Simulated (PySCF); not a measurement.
# Dipole response of Ni (nickel, neutral)

[Ar] 3d8 4s2, high-spin 3F determinant. Computed with PySCF 2.14 in aug-cc-pVTZ (8s7p5d3f2g, 93 functions), with no relativity, point nucleus. Coupled (time-dependent) response in atomic units; α is the mean over directions.

```json
{"method": "UHF", "mean α (bohr³)": "65.27", "C₆ (like pair)": "574.8", "S(−4)": "2471"}
{"method": "PBE", "mean α (bohr³)": "48.98", "C₆ (like pair)": "390.9", "S(−4)": "1263"}
{"method": "PBE0", "mean α (bohr³)": "52.26", "C₆ (like pair)": "426.4", "S(−4)": "1447"}
```

S(−4) is the Cauchy moment in α(ω) = α(0) + S(−4) ω² + …

Reference α: 49 ± 3 bohr³ (recommended; Schwerdtfeger and Nagle, table of static dipole polarizabilities (2023 update)). Published C₆: 373.0 (Chu and Dalgarno (2004); Tang, Norbeck and Certain (1976)).

Hartree-Fock lies above the reference because it lacks correlation, which contracts the outer shell.

α(iu) at PBE0:

| u (hartree) | α(iu) (bohr³) |
| --- | --- |
| 0 | 52.26 |
| 0.0500 | 48.91 |
| 0.100 | 41.23 |
| 0.200 | 26.15 |
| 0.300 | 17.00 |
| 0.500 | 8.871 |
| 0.750 | 5.199 |
| 1.00 | 3.600 |
| 1.50 | 2.171 |
| 2.00 | 1.508 |
| 3.00 | 0.8798 |
| 5.00 | 0.4227 |
